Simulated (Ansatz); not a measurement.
Ansatz (a quantum-chemistry and plane-wave program) input (PBE/def2-TZVP):

Ansatz 0.2 input:
```yaml
crystal:
  periodic: [false, false, false]
  atoms:
    - {symbol: Hg, position_ang: [-0.00000000, -0.00000000, -0.02218255]}
    - {symbol: H, position_ang: [0.00000000, 0.00000000, 1.77460415]}
basis:
  gaussian:
    orbitals: def2-TZVP
hamiltonian:
  xc: {name: PBE}
magnetization: {spin_polarized: true, initial_magnetization: 1}
relax: {f_tol: 0.003, max_steps: 100}
```

End of the output:

```
integrals: 0.01 GiB planned
434 factors; their error is unknown
mean field: 0.12 GiB planned
mean field evaluation 1: about -4191.5003 eV, gradient 1.3e1 eV
mean field evaluation 2: about -4189.9170 eV, gradient 2.3e1 eV
mean field evaluation 4: about -4192.5126 eV, gradient 6.6e-1 eV
mean field evaluation 8: about -4192.5101 eV, gradient 9.0e-3 eV
mean field evaluation 16: about -4192.5101 eV, gradient 1.5e-6 eV
mean field -4192.51009546 eV, -154.0719042228 hartree, gradient 1.5e-6 eV, S^2 0.755566; 0 other end points of the search recorded, 0 dependent functions left out
the calculation of the forces begins
reference -4192.51013893 eV, -154.0719058202 hartree; 11, 10 occupied and 38, 39 virtual orbitals, 434 factors
relax step   1: F+E_penalty+E_count = -4192.51009546 eV  Δ(F+E_penalty+E_count) = +0.000e0 eV  max|allowed force component| = 3.980e-2 eV/Å  Δτ_max = 0.0000 Å  (28 SCF iters, accepted)
these checks for a lower state are left out or cut short: starts, cluster_reference, orbital_swaps, neighbouring_geometries, increment
integrals: 0.01 GiB planned
434 factors; their error is unknown
mean field: 0.12 GiB planned
mean field -4192.51023844 eV, -154.0719094771 hartree, gradient 8.9e-6 eV, S^2 0.755499; 0 other end points of the search recorded, 0 dependent functions left out
the calculation of the forces begins
reference -4192.51028201 eV, -154.0719110782 hartree; 11, 10 occupied and 38, 39 virtual orbitals, 434 factors
relax step   2: F+E_penalty+E_count = -4192.51023844 eV  Δ(F+E_penalty+E_count) = -1.430e-4 eV  max|allowed force component| = 1.691e-3 eV/Å  Δτ_max = 0.0034 Å  (28 SCF iters, accepted)
integrals: 0.01 GiB planned
434 factors; their error is unknown
mean field: 0.12 GiB planned
mean field evaluation 32: about -4192.5143 eV, gradient 6.6e-2 eV
mean field -4192.51023844 eV, -154.0719094771 hartree, gradient 8.9e-6 eV, S^2 0.755499; 1 other end points of the search recorded, 0 dependent functions left out
the calculation of the forces begins
reference -4192.51028201 eV, -154.0719110782 hartree; 11, 10 occupied and 38, 39 virtual orbitals, 434 factors
Total energy: -4192.51028201 eV, -154.0719110782 hartree
Atom 0 at     0.000000     0.000000    -0.018759 Å, force    -0.000000     0.000000     0.001691 eV/Å
Atom 1 at    -0.000000    -0.000000     1.771181 Å, force     0.000000    -0.000000    -0.001691 eV/Å
Dipole moment:     0.000000     0.000000    -0.043550 e Å
```

The spin state was set by rule; other spins were not relaxed.
